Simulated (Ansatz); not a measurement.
Basis-set extrapolation for H8OSi4, SMILES `O[Si]1([SiH3])[SiH2][SiH2]1` (PBE0-D4/def2-TZVP geometry, frozen core, Ansatz 0.2.0). Multiplicity 1, RHF reference.

```json
{"": "HF", "def2-TZVPP": "-1235.318223", "def2-QZVPP": "-1235.356940"}
{"": "MP2 correlation", "def2-TZVPP": "-0.732009", "def2-QZVPP": "-0.788615"}
{"": "CCSD(T) correlation", "def2-TZVPP": "-0.836281", "def2-QZVPP": "not run"}
```

Energies in hartree. Use E(X) = E(∞) + A·exp(−7.88·√X) for Hartree–Fock and E(X) = E(∞) + B·X^(−2.97) for correlation, with X = 3 and 4, and add CCSD(T) minus MP2 of the smaller set to the MP2 limit.

What is the CCSD(T) energy at the basis-set limit?

HF limit: -1235.356940 + (-0.038717) × 0.13774 = -1235.36227. MP2 limit: -0.788615 + (-0.056606) × 0.74074 = -0.83055. Higher-order term: -0.836281 − (-0.732009) = -0.10427. Total: -1236.29709 hartree, 374.4 kJ/mol below CCSD(T)/def2-TZVPP.
